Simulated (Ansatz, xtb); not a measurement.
## A geometry optimisation of ClGeH7Si2 with r2SCAN-D4/def2-SVP

The starting geometry of this gas-phase singlet has its atoms placed at random.

```xyz
11

Cl   -0.2755    0.2712   -1.6004
Ge    1.0163    1.3215    0.5327
Si    0.6207   -1.7372    1.4686
Si   -0.5337    0.5909    2.2590
H     0.3903    2.2128   -1.1737
H    -1.8867   -0.1329   -1.5887
H    -1.2240    0.7690   -0.3047
H     2.2143    0.5908   -0.7097
H     0.5716   -0.7667    0.1099
H    -1.2311    0.1780    0.9851
H    -1.0618   -1.0124   -1.8481
```

Task: Guess where an optimisation with r2SCAN-D4/def2-SVP ends from this start.

Result: It loosens into ClGeH3Si2 + H2 + H2, which stay close as a complex. Distances that change by over a tenth: Cl1–H7 (1.68 → 2.99 Å), Ge2–H8 (1.87 → 1.55 Å), Si3–H9 (1.67 → 1.50 Å). Contacts that open: Cl1–H6 (1.66 → 3.74 Å), Cl1–H11 (1.53 → 2.99 Å), Si4–H10 (1.51 → 4.03 Å). Contacts that close: Cl1–Ge2 (2.71 → 2.20 Å), Ge2–Si3 (3.22 → 2.54 Å), Ge2–H5 (2.02 → 1.53 Å), Si3–Si4 (2.72 → 2.12 Å), H6–H11 (1.23 → 0.76 Å), H7–H10 (1.42 → 0.76 Å).

The energy falls by 11.30 eV over 55 steps:

| step | E − E(last) (eV) |
| --- | --- |
| 1 | 11.301 |
| 7 | 1.846 |
| 13 | 0.485 |
| 19 | 0.107 |
| 25 | 0.017 |
| 31 | 0.009 |
| 37 | 0.004 |
| 43 | 0.002 |
| 49 | 0.000 |
| 55 | 0.000 |

Final geometry (Å):

```json
{"atom": "Cl", "x (Å)": "-0.6695", "y (Å)": "1.3353", "z (Å)": "-1.5697"}
{"atom": "Ge", "x (Å)": "0.9778", "y (Å)": "0.9898", "z (Å)": "-0.1567"}
{"atom": "Si", "x (Å)": "0.9408", "y (Å)": "-1.1638", "z (Å)": "1.1952"}
{"atom": "Si", "x (Å)": "-0.0808", "y (Å)": "0.4588", "z (Å)": "2.1029"}
{"atom": "H", "x (Å)": "1.5680", "y (Å)": "2.3756", "z (Å)": "0.1342"}
{"atom": "H", "x (Å)": "-0.7021", "y (Å)": "-2.3606", "z (Å)": "-2.1145"}
{"atom": "H", "x (Å)": "-2.8883", "y (Å)": "2.0371", "z (Å)": "0.3066"}
{"atom": "H", "x (Å)": "2.0350", "y (Å)": "0.2179", "z (Å)": "-0.9900"}
{"atom": "H", "x (Å)": "1.6646", "y (Å)": "-2.2327", "z (Å)": "0.4336"}
{"atom": "H", "x (Å)": "-3.4445", "y (Å)": "2.2451", "z (Å)": "0.7802"}
{"atom": "H", "x (Å)": "-0.8005", "y (Å)": "-1.6174", "z (Å)": "-1.9918"}
```

From the same start GFN2-xTB ends elsewhere, in pieces: ClGeH3Si2 + H2 + H2.

From so rough a start the end depends on the optimiser's path, so another program may land elsewhere. No frequencies were run, so the end isn't proven a minimum. Run with Ansatz 0.2.0, 2.2 min on 2 threads of Intel(R) Xeon(R) Platinum 8375C CPU @ 2.90GHz (Ice Lake), on a shared host.
